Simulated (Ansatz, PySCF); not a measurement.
Dimer: aminoborane (SMILES BN) (first 6 atoms) with HF (SMILES F); geometry from B3LYP-D3(BJ)/def2-TZVP.
(charge 0, multiplicity 1):
| atom | x (Å) | y (Å) | z (Å) |
|---|---|---|---|
| B | 0.9064 | -0.1258 | 0.0613 |
| N | -0.1434 | 0.5794 | 0.6653 |
| H | 0.6626 | -0.8237 | -0.8706 |
| H | 1.9991 | -0.0255 | 0.5206 |
| H | 0.0124 | 1.2765 | 1.3784 |
| H | -1.0649 | 0.6332 | 0.2571 |
| F | -0.9858 | -1.3604 | 2.5874 |
| H | -0.6461 | -0.7826 | 1.9296 |

Basis-set superposition error: the interaction energy with monomers in their own basis, and in the dimer's basis (counterpoise).

Programs: Ansatz (Gaussian orbitals); PySCF for 6-31G* rows, M06-2X. 

| level | uncorrected (kcal/mol) | counterpoise (kcal/mol) | difference |
|---|---|---|---|
| HF/6-31G* | -5.27 | -4.00 | 1.27 |
| HF/aug-cc-pVDZ | -4.09 | -3.78 | 0.31 |
| SVWN5/def2-TZVPPD | -9.04 | -8.91 | 0.13 |
| B97M-V/def2-TZVPPD | -5.44 | -5.38 | 0.06 |
| PBE0/def2-TZVPPD | -5.75 | -5.67 | 0.09 |
| M06-2X/def2-TZVPPD | -6.02 | -5.89 | 0.13 |
| MP2/6-31G* | -6.24 | -3.90 | 2.34 |
| MP2/aug-cc-pVDZ | -5.71 | -4.54 | 1.17 |
| SCS-MP2/aug-cc-pVQZ | -5.10 | -4.71 | 0.39 |
| CCSD/aug-cc-pVDZ | -5.27 | -4.14 | 1.13 |

The error is largest for MP2/6-31G* (2.34 kcal/mol) and smallest for B97M-V/def2-TZVPPD (0.06 kcal/mol).

Ansatz is a first-principles code.
